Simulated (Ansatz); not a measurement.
**Redistribution: C3H7Br + C2H3IO → C3H7I + C2H3BrO**

Species: C3H7Br (1-bromopropane) `CCCBr`, singlet; C2H3IO (acetyl iodide) `CC(=O)I`, singlet; C3H7I (1-iodopropane) `CCCI`, singlet; C2H3BrO (acetyl bromide) `CC(=O)Br`, singlet. The partners trade Br for I; both sit on C, so the bond types are kept.

Shapes, held fixed at every level: PBE0-D4/def2-TZVP. Flexible molecules stand in one conformer, not always the lowest. Programs: Ansatz 0.2.0. Electronic energies: no zero-point or thermal term.

Estimate ΔE of this reaction.

The highest level, CCSD(T)/def2-TZVPP, gives ΔE = -7.2 kJ/mol; the levels span -7.7 to -4.8. The column of differences is taken from that level and isn't an error. No measured value is set beside it here. For atoms past krypton def2 sets carry core potentials with scalar relativity. Relativity is left out for Br. Outer-core shells of Br, I are correlated in most correlated rows, in sets that cover them unevenly.

```tsv
level	kind	ΔE (kJ/mol)	less CCSD(T)/def2-TZVPP
HF/def2-TZVPP	Hartree–Fock	-6.7	+0.5
PBE-D4/def2-TZVPP	GGA	-4.8	+2.4
r2SCAN-D4/def2-TZVPP	meta-GGA	-5.0	+2.2
wB97M-V/def2-TZVPP	range-separated hybrid	-7.7	-0.5
wB97X-V/def2-TZVPP	range-separated hybrid	-7.5	-0.3
B2PLYP/def2-TZVPP	double hybrid	-5.2	+2.0
MP2/def2-TZVPP	perturbation theory	-7.3	-0.1
CCSD(T)/def2-TZVPP	coupled cluster or CI	-7.2	0.0
```
